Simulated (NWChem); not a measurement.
System meant: C3H5, doublet; SMILES C=[C]C

NWChem input:

```
start job
memory heap 200 mb stack 900 mb global 1100 mb
geometry units angstroms noautoz
  C      0.087530    -1.353071    -0.000038
  C     -0.383790    -0.126600    -0.000191
  C      0.067203     1.265149    -0.000393
  H     -0.567922    -2.231693    -0.000361
  H      1.172424    -1.552582     0.000546
  H      1.172919     1.329898     0.003268
  H     -0.298461     1.804487    -0.889366
  H     -0.304423     1.806866     0.884645
end
basis spherical
  * library def2-svp
end
dft
  odft
  mult 3
  xc xpbe96 cpbe96
  iterations 150
  mulliken
end
task dft energy
```

End of the output:

```
 Summary of "ao basis" -> "" (spherical)
 ------------------------------------------------------------------------------
       Tag                 Description            Shells   Functions and Types
 ---------------- ------------------------------  ------  ---------------------
 *                          def2-svp                  on all atoms

  pbe96 is a nonlocal functional; adding pw91lda local functional.

                                 NWChem DFT Module
                                 -----------------

 Summary of "ao basis" -> "ao basis" (spherical)
 ------------------------------------------------------------------------------
       Tag                 Description            Shells   Functions and Types
 ---------------- ------------------------------  ------  ---------------------
 C                          def2-svp                 6       14   3s2p1d
 H                          def2-svp                 3        5   2s1p

 Summary of "ao basis" -> "ao basis" (spherical)
 ------------------------------------------------------------------------------
       Tag                 Description            Shells   Functions and Types
 ---------------- ------------------------------  ------  ---------------------
 C                          def2-svp                 6       14   3s2p1d
 H                          def2-svp                 3        5   2s1p

  number of electrons :                   23
  multiplicity        :                    3
 ------------------------------------------------------------------------
  no. of electrons and multiplicity not compatible                  23
 ------------------------------------------------------------------------
 ------------------------------------------------------------------------
  current input line :
    23: task dft energy
 ------------------------------------------------------------------------
 ------------------------------------------------------------------------
 There is an error in the input file
 ------------------------------------------------------------------------
 For more information see the NWChem manual at https://nwchemgit.github.io

0: no. of electrons and multiplicity not compatible:Received an Error in Communication
```

Task: Can this run be used? If not, why, and what is the fix?

Result: The program refused the input. Cause: the multiplicity doesn't fit the number of electrons (an even count wants an odd multiplicity, and the reverse). This input runs:
```
start job
memory heap 200 mb stack 900 mb global 1100 mb
geometry units angstroms noautoz
  C      0.087530    -1.353071    -0.000038
  C     -0.383790    -0.126600    -0.000191
  C      0.067203     1.265149    -0.000393
  H     -0.567922    -2.231693    -0.000361
  H      1.172424    -1.552582     0.000546
  H      1.172919     1.329898     0.003268
  H     -0.298461     1.804487    -0.889366
  H     -0.304423     1.806866     0.884645
end
basis spherical
  C library def2-svp
  H library def2-svp
end
dft
  odft
  mult 2
  xc xpbe96 cpbe96
  iterations 150
  mulliken
end
task dft energy
```
It converges to -116.97367 Ha (PBE/def2-SVP, spin-unrestricted).
